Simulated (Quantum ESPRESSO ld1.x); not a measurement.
Results of a calculation; reference values are marked as such.
Orbital eigenvalues (eV) of neutral gadolinium, [Xe] 4f7 5d1 6s2, at several levels of relativity; Dirac values are averaged over j with weights 2j + 1. Spin-unpolarised spherical Kohn-Sham, PW91, point nucleus, ld1.x of Quantum ESPRESSO 7.5. A level marked "c x" has the speed of light scaled by that factor and shares open shells by 2j + 1; other Dirac levels either fill j = l - 1/2 first or share by 2j + 1.

| shell | non-rel. | scalar-rel. | Dirac, low j first | Dirac, c x 1.25 | change of magnitude, last against first (%) |
|---|---|---|---|---|---|
| 3p | -1493.0 | -1552.0 | -1554.9 | -1531.6 | +2.59 |
| 3d | -1190.9 | -1179.5 | -1176.8 | -1182.6 | -0.69 |
| 4s | -327.10 | -369.43 | -368.46 | -352.42 | +7.74 |
| 4p | -263.71 | -276.41 | -276.97 | -272.06 | +3.17 |
| 4d | -150.69 | -147.75 | -147.15 | -148.68 | -1.33 |
| 5s | -43.719 | -49.790 | -49.559 | -47.300 | +8.19 |
| 5p | -26.569 | -27.303 | -27.341 | -27.088 | +1.95 |
| 4f | -13.134 | -8.7531 | -8.4498 | -10.298 | -21.59 |
| 6s | -3.8186 | -4.1665 | -4.1386 | -4.0232 | +5.36 |
| 5d | -3.3435 | -2.5772 | -2.5231 | -2.8498 | -14.77 |
| 6p (empty) | -1.4771 | -1.3659 | -1.3648 | -1.4138 | -4.29 |
| 7s (empty) | -0.10533 | -0.11307 | -0.10922 | -0.10757 | +2.13 |
